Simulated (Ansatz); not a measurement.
Gas-phase electronic energies from Ansatz, PBE0-D4/def2-TZVP geometries. CCSD(T)/CBS is the MP2 limit (def2-TZVPP, def2-QZVPP) plus CCSD(T) − MP2 in def2-TZVPP, frozen cores. This one scheme is used for every species. For Se outer-core shells are correlated without core-valence functions, which leaves a few kJ/mol of doubt a bond. Scalar relativity is left out up to krypton. Each species was taken in one conformer, which may not be the lowest.

`C[SiH2]C(=O)[SiH3]` + H₂Se → `O=C([SiH3])[SeH]` + `C[SiH3]`  (substitution at a C–Si bond)

`C[SiH2]C(=O)[SiH3]`:

```xyz
13

C    -0.640    1.480   -1.798
Si   -0.244    0.989   -0.048
C     0.232   -0.891    0.004
O     0.246   -1.519   -1.035
Si    0.683   -1.777    1.671
H    -0.905    2.537   -1.862
H     0.221    1.296   -2.445
H    -1.475    0.888   -2.177
H    -1.397    1.177    0.878
H     0.907    1.749    0.517
H     1.824   -1.055    2.297
H    -0.485   -1.678    2.587
H     1.033   -3.195    1.412
```

H₂Se:

```xyz
3

Se    0.655   -0.002    0.197
H    -0.628   -0.133    0.896
H    -0.028    0.135   -1.094
```

`O=C([SiH3])[SeH]`:

Z-matrix (Å, degrees):
```
Si
C 1 1.926
H 1 1.482 2 107.0
H 1 1.483 2 110.7 3 120.9
H 1 1.482 2 106.9 3 -118.6
Se 2 1.957 1 119.3 3 -124.0
O 2 1.196 1 121.1 3 56.4
H 6 1.467 2 94.3 1 0.8
```

`C[SiH3]`:

```xyz
8

C    -0.833   -0.374   -0.375
Si    0.746    0.334    0.335
H    -1.198    0.243   -1.199
H    -1.615   -0.419    0.387
H    -0.669   -1.385   -0.754
H     1.808    0.398   -0.705
H     1.242   -0.509    1.457
H     0.519    1.711    0.853
```

```csv
species,CCSD(T)/CBS(def2) energy (Eh)
`C[SiH2]C(=O)[SiH3]`,-734.21725
H₂Se,-2401.89790
`O=C([SiH3])[SeH]`,-2805.38612
`C[SiH3]`,-330.73916
```

**Question.** Work out ΔE.

**Answer.** ΔE = (-2805.38612) + (-330.73916) − (-734.21725) − (-2401.89790) = -0.01013 Eh = -26.6 kJ/mol.

Largest T1 diagnostic among the species: 0.015.

From PBE to PBE0 (25 % exact exchange), in def2-TZVPP and without D4, ΔE moves by +7.5 kJ/mol. In def2-TZVPP, CCSD(T) changes the Hartree–Fock value by −9.8 kJ/mol (the triples alone add −4.4 kJ/mol) and MP2 by −18.0 kJ/mol.
